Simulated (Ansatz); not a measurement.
Frontier orbitals of H₅NO₂SiTe, SMILES `N[Si](O)(O)[TeH]`.

| atom | x (Å) | y (Å) | z (Å) |
| --- | --- | --- | --- |
| N1 | 0.048 | -1.288 | 0.786 |
| Si2 | -0.235 | 0.084 | -0.176 |
| O3 | -0.724 | 1.200 | 0.919 |
| O4 | -1.309 | -0.257 | -1.363 |
| Te5 | 1.628 | 0.979 | -1.584 |
| H6 | 0.437 | -2.123 | 0.381 |
| H7 | 0.347 | -1.160 | 1.740 |
| H8 | -0.675 | 2.113 | 0.630 |
| H9 | -2.089 | -0.748 | -1.094 |
| H10 | 2.572 | 1.199 | -0.238 |

Total charge 0; spin multiplicity 1. Correlated methods include outer-core shells of Te, which these sets cover unevenly. Te takes the def2 core potential. Geometry: relaxed with PBE0-D4/def2-TZVP. It is one conformer, not always the lowest. Basis def2-TZVPP, Ansatz 0.2.0.

Orbital energies of one run (eV). Highest occupied ones, from the top: -5.93, -7.18, -8.30, -8.98, -9.46, -9.64, -10.70, -10.99, -12.34, -13.46, -14.58, -15.49, -17.25, -23.59. Empty: -0.56, -0.01, 0.78, 1.01, 1.08, 2.06.

Q: Which functional gave them?
A. CAM-B3LYP
B. HSE06 (plane-wave form)
C. LDA (SPW92)
D. revPBE

A: B. HOMO energies: HSE06 -5.93, CAM-B3LYP -7.54, LDA (SPW92) -5.42, revPBE -5.20 eV.
